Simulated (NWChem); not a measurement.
System: CH$_{4}$BFO$_{2}$; SMILES COB(F)O

The following NWChem deck was run.

```
start job
memory heap 200 mb stack 900 mb global 1100 mb
geometry units angstroms noautosym nocenter noautoz
  B     -0.036160     0.512958    -0.000268
  F     -0.767559     1.630795     0.001420
  O      1.319445     0.589798    -0.000308
  H      1.632494     1.499206     0.000595
  O     -0.693312    -0.659607    -0.002031
  C     -0.030042    -1.897694    -0.002894
  H     -0.322333    -2.470316     0.891249
  H     -0.332260    -2.473802    -0.891422
  H      1.064291    -1.780340    -0.009092
end
basis spherical
  B library 6-31+g*
  F library 6-31+g*
  O library 6-31+g*
  H library 6-31+g*
  C library 6-31+g*
end
dft
  xc xpbe96 cpbe96
  iterations 150
end
property
  response 1 0.0
end
task dft property
```

All runs use the structure optimised with PBE0/def2-SVP.

Static field.

Q: Give the results of this calculation. (PBE/6-31+G* (spherical d).) Quantities: isotropic polarisability (bohr³); anisotropy (bohr³).

A: 
```yaml
isotropic polarisability (bohr³): 34.0
anisotropy (bohr³): 12.8
```
